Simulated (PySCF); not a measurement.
## A small calculation by hand: chemical shift, span and skew from a shielding tensor

C3H3F4, SMILES F[CH]CC(F)(F)F (connectivity only; charge and spin as stated), charge +1, multiplicity 1. Atoms are numbered in the order given.

```xyz
10

F      2.6041    -0.7768    -0.1320
C      1.6096    -0.0424     0.0138
C      0.3829    -0.5622     0.5399
C     -0.8722     0.1751     0.0062
F     -1.0397    -0.1307    -1.2661
F     -1.9182    -0.1857     0.7023
F     -0.6758     1.4833     0.1168
H      1.7674     1.0189    -0.2568
H      0.3169    -1.6609     0.4803
H      0.4605    -0.2931     1.6276
```
Charge +1, spin multiplicity 1.

Coordinates come from a PBE0-D3(BJ)/def2-SVP optimisation. The multiplicity is an assumed one; no other spin state was optimised. The isomer is the one that the SMILES or the coordinates give; other isomers of the formula were not compared. The values are those of a single conformer.

GIAO shieldings from PBE0/pcSseg-1 run with PySCF, non-relativistic, no solvent. The symmetric part of the tensor of F5 has the principal values 144.3, 201.3, 309.2 ppm. The same nucleus in CFCl3 has σ = 167.2 ppm at this level (PySCF, at its B3LYP-D3(BJ)/def2-TZVP geometry).

Question: Work out the isotropic shielding, the ¹⁹F shift against CFCl3, the span and the skew.

Answer: 
σ(iso) = (σ11 + σ22 + σ33)/3 = 218.3 ppm. δ = σ(ref) − σ(iso) = 167.2 − (218.3) = -51.1 ppm.
Span Ω = σ33 − σ11 = 164.9 ppm. Skew κ = 3(σ(iso) − σ22)/Ω = 0.31. Tumbling in solution averages the tensor to δ; in a static solid the shielding alone would spread this spin-1/2 line over Ω.
